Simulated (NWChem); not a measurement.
## Spin states of H$_{3}$N$_{2}$

```xyz
5

N      0.6511    -0.3566     0.0959
N     -0.5470     0.1891    -0.1233
H      1.3245     0.4159     0.0242
H     -0.7248     1.1746     0.0674
H     -1.3289    -0.4182     0.1002
```
Charge 0, spin multiplicity 2.

The numbers come from NWChem runs, not from measurements. The geometry was optimised at UPBE0/def2-SVP, a minimum by its harmonic frequencies. It is one conformer; others weren't searched.

Basis set: def2-TZVP. The gap is E(quartet) − E(doublet) at the geometry of the doublet, so a negative value puts the higher spin lower. Open shells are unrestricted. The quartet is the single determinant that the SCF runs reached; it need not be the lowest quartet, which in molecules with degenerate π orbitals can need several determinants.

B3LYP has NWChem's definition, with VWN1-RPA local correlation. The structure started from a generated list of species. No SCF solution was tested for a lower state. Open-shell Hartree-Fock references start from PBE0 orbitals.

Q: One of these methods gave a vertical doublet-quartet gap of 155.1 kcal/mol. Which?
A. HF
B. B3LYP
C. BLYP
D. BHandHLYP

A: C, BLYP. The others give 159.4 (B3LYP), 163.0 (BHandHLYP), 152.9 (HF).
